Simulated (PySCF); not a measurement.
Nonlinear optical response: SMILES C=C/C=C/C(C)=O, C6H8O

Cartesian coordinates in Å; atom numbers follow the order of the lines, from 1:
```xyz
15

C    -3.2743   -0.1705   -0.4379
C    -2.0531   -0.6314   -0.1260
C    -0.8350    0.1067   -0.3785
C     0.4035   -0.3289   -0.0765
C     1.5972    0.5018   -0.3745
C     2.9316   -0.0897    0.0036
O     1.5034    1.5947   -0.8930
H    -4.1764   -0.7520   -0.2338
H    -3.4047    0.8087   -0.9089
H    -1.9502   -1.6159    0.3453
H    -0.9127    1.0945   -0.8500
H     0.5520   -1.3064    0.3949
H     3.0818   -1.0514   -0.5133
H     3.7371    0.6053   -0.2623
H     2.9620   -0.3006    1.0849
```

Computed, not measured: PySCF, quadratic response CAM-B3LYP/aug-cc-pVDZ first hyperpolarisability, Taylor convention, gas phase. Geometry: PBE0-D3(BJ)/def2-SVP.

Task: What is the first hyperpolarisability, and how does it disperse?

Result: In au, Taylor convention; the vector part is βᵢ = ⅓ Σⱼ (βᵢⱼⱼ + βⱼᵢⱼ + βⱼⱼᵢ); β∥ is 3/5 of the vector part along the dipole, the dipole points from − to +:
```tsv
process	λ (nm)	β vector norm	β∥	β HRS	depolarisation ratio
static β(0;0,0)	∞	396.9	114.2	186.1	3.59
second harmonic β(−2ω;ω,ω)	1907	449.9	131.3	208.9	3.67
Pockels β(−ω;ω,0)	1907	413.6	119.6	–	–
second harmonic β(−2ω;ω,ω)	1340	515.1	152.1	236.9	3.76
Pockels β(−ω;ω,0)	1340	431.7	125.4	–	–
```

Task: Which lowest excitations, dipole and polarisabilities go with it?

Result: S1 3.74 eV (f = 0.000); S2 4.92 eV (f = 0.699); S3 6.26 eV (f = 0.001); dipole 3.05 D; isotropic α 88.5 au static, 89.1 au at 1907 nm, 89.6 au at 1340 nm, 90.8 au at 953.5 nm, 93.4 au at 670 nm.
